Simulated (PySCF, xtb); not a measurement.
CrO2F, SMILES [O]=[Cr+](=[O])[F], charge +1, multiplicity 1.

GFN2-xTB (xtb 6.7.1) at its own geometry gives an orbital gap of 0.63 eV.

Coordinates come from a B3LYP-D3(BJ)/def2-SVP optimisation. The multiplicity is an assumed one; other spin states were not compared. The isomer is the one that the SMILES or the coordinates give; other isomers of the formula were not compared.

**Question.** What does PySCF with PBE/def2-TZVPD give? (The exact figures need the calculation; the answer reports its results.)

**Answer.** gap 2.05 eV (levels -15.75 and -13.70 eV).
